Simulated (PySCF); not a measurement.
# Core-level binding energies of `O=CC[SiH2]C=O`

Compound: C3H6O2Si.
SMILES with atom numbers: `[O:1]=[CH:2][CH2:3][SiH2:4][CH:5]=[O:6]`

Geometry (GFN2-xTB, Å), atoms numbered from 1 in this order:
```xyz
12
C3H6O2Si angstrom
O      1.413   -0.855    0.802
C      0.976   -1.313   -0.221
C     -0.001   -0.583   -1.067
Si    -0.215    1.142   -0.267
C     -0.748    0.734    1.533
O     -1.646   -0.036    1.769
H      1.289   -2.313   -0.573
H     -0.939   -1.143   -1.054
H      0.332   -0.575   -2.105
H     -1.303    1.852   -0.943
H      1.038    1.892   -0.275
H     -0.196    1.198    2.374
```

Computed with delta-SCF UKS SCAN, pcX-2 on the ionised atom, pcseg-1 elsewhere, spin-free X2C in PySCF. Each binding energy is the total energy of the core-ionised species, with the hole localised on one atom, minus that of the ground state; both are solved self-consistently, so orbital relaxation is included.

List the computed XPS lines with their assignment.

```tsv
atom(s)	bonded to	level	binding energy (eV)	2p1/2 (eV)	above the level's lowest (eV)	count
C3	C, 2 H and Si	C 1s	290.91	–	0.00	1
Si4	2 C and 2 H	Si 2p3/2	106.83	107.46	0.00	1
Si4	2 C and 2 H	Si 1s	1846.53	–	0.00	1
C5	O (double bond), H and Si	C 1s	292.73	–	+1.82	1
O6	C (double bond)	O 1s	537.82	–	0.00	1
```

The listed C 1s values span 1.82 eV, from C3 (bonded to C, 2 H and Si) to C5 (bonded to O (double bond), H and Si).

Which photon energy gives electrons from O 1s of O6 a kinetic energy of 150 eV, and what is their de Broglie wavelength?

hν = 537.82 + 150 = 687.82 eV, recoil neglected; λ = 12.264 Å/√(E/eV) = 1.00 Å.

What is the longest wavelength that can ionise O 1s of O6 vertically?

λ = hc/E = 12398.42 eV Å / 537.82 eV = 23.053 Å.

The list is incomplete; no value stands for C 1s of C2 or O 1s of O1 (hole states with ⟨S²⟩ of 1 or more are left out). Spin contamination (⟨S²⟩ against 0.75 for a pure doublet) is marked for C 1s of C5 (0.90), which makes this value less certain. Spin–orbit coupling isn't in the SCF: each 2p doublet comes from a relaxed spin-free hole plus a matrix of the shell (mean-field spin–orbit coupling and the ground-state 2p splitting), with 2p3/2 averaged over its two sublevels. 2p1/2 minus 2p3/2 (ligand field included): Si 0.62 eV. Isolated species at its GFN2-xTB geometry (one conformer only).
